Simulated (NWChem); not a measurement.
Basis-set convergence for silylarsine (H₅AsSi)

SMILES: [SiH3][AsH2]
```xyz
7

Si     1.5530    -0.3079     0.0000
As    -0.7826     0.2158     0.0000
H      2.1755     0.3120     1.2220
H      2.1755     0.3120    -1.2220
H      1.8452    -1.7843     0.0000
H     -1.0556    -0.8252     1.1032
H     -1.0556    -0.8252    -1.1032
```
Charge 0, spin multiplicity 1.

Program: NWChem. The geometry was optimised at PBE/def2-SVP, a minimum by its harmonic frequencies.

Quantity: vertical ionisation energy at the level ΔPBE (Δ: difference of total energies, the cation a doublet at the parent's geometry with its hole in an orbital of symmetry a' (Cs labels); it is the state that the SCF runs reached, from PBE0 orbitals for Hartree-Fock references, and need not be the lowest).

The Hamiltonian is non-relativistic. The Pople sets run with spherical d functions. The stability of the SCF solutions was not checked.

Relative cost: rough, from shared machines, SCF included, STO-3G = 1.

```csv
basis,functions,vertical ionisation energy (eV),relative cost
STO-3G,32,[?],1
6-31G*,60,9.65,under 3
pcseg-1,70,[?],9
cc-pVDZ,70,9.65,9
def2-SVPD,102,9.68,5
aug-pcseg-1,108,[?],5
cc-pVTZ,147,9.67,40
pcseg-2,147,9.68,20
def2-TZVPP,160,9.67,30
```

Problem. Some entries are withheld; supply them.

Solution. 
- STO-3G, vertical ionisation energy (eV): 7.54
- pcseg-1, vertical ionisation energy (eV): 9.73
- aug-pcseg-1, vertical ionisation energy (eV): 9.70
